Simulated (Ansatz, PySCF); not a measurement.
C2H11FSi3, SMILES [SiH2]([SiH2]F)CC[SiH3].

Geometry: PBE0-D3(BJ)/def2-SVP. The structure was generated by enumeration, and PubChem lists no compound with its InChIKey, so it may never have been made. One conformer was computed; it need not be the lowest.

Vertical ionisation energy (IE) and electron affinity (EA) in eV. Rows of orbital energies are one-electron estimates. Where ΔSCF, EOM or ADC give a negative EA the extra electron is unbound and the value depends on the basis.

```csv
level,IE,EA
"−ε(HOMO), −ε(LUMO), CAM-B3LYP/def2-TZVP (PySCF)",9.39,-0.43
"−ε(HOMO), −ε(LUMO), PBE/def2-TZVP (PySCF)",6.90,1.48
"ΔSCF, PBE0/def2-SVPD (Ansatz), final states of multiplicity 2 and 2",9.91,-0.87
"ΔSCF, PBE/def2-SVPD (Ansatz), final states of multiplicity 2 and 2",(withheld),(withheld)
```

Q: Fill in the missing entries. (The exact figures need the calculation; the answer reports its results.)

A: 
- ΔSCF, PBE/def2-SVPD (Ansatz, a program for electronic structure), final states of multiplicity 2 and 2, IE: 9.48
- ΔSCF, PBE/def2-SVPD (Ansatz), final states of multiplicity 2 and 2, EA: -0.66

Q: What vertical singlet–triplet gap does ΔSCF give with PBE0/def2-SVPD (Ansatz) and with PBE/def2-SVPD (Ansatz)? (Estimate from the structure and the level; the computed values follow.)

A: 5.46 and 5.15 eV (triplet above singlet where positive).
